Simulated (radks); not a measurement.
Values are calculated unless marked as measured or tabulated.
A nucleus of charge 56.4 with 56 electrons, configuration [Xe] 6s2.

Level of theory: scalar-relativistic Kohn-Sham, r2SCAN, spin-polarised, spherical densities, finite nucleus; meta-GGA in the generalised Kohn-Sham scheme; Fermi nuclear charge, rms radius 4.8378 fm (a radial shooting solver on a logarithmic mesh with Libxc functionals).

Energy parts (hartree):
part                       energy
total                  -8278.1814
kinetic                 8745.7269
electron-nucleus      -20023.4192
Hartree                 3199.6927
exchange-correlation    -200.1818

Orbitals (lengths in bohr, moments of r in powers of bohr; r(90%) holds 90 % of the orbital's charge):
orbital,occ.,eigenvalue (hartree),<r^4>,<1/r>,r(90%)
1s,2,-1393.418,2.013e-06,61.21,0.0457
2s,2,-221.6642,0.0003354,14.10,0.168
2p,6,-198.6269,0.0002448,13.38,0.155
3s,2,-47.39935,0.01376,5.110,0.424
3p,6,-39.98124,0.01443,4.839,0.430
3d,10,-29.26530,0.01221,4.579,0.413
4s,2,-9.60951,0.3647,2.104,0.957
4p,6,-7.19478,0.4826,1.941,1.03
4d,10,-3.68155,0.8516,1.680,1.18
5s,2,-1.46551,12.44,0.8179,2.31
5p,6,-0.87491,23.79,0.6996,2.71
6s,2,-0.20084,725.4,0.2800,6.42

The highest occupied level is 6s at -5.465 eV. Summed over all electrons, <r^2> = 87.00 bohr^2, which gives a Langevin (diamagnetic) susceptibility term of -68.9 x 10^-6 cm^3/mol.
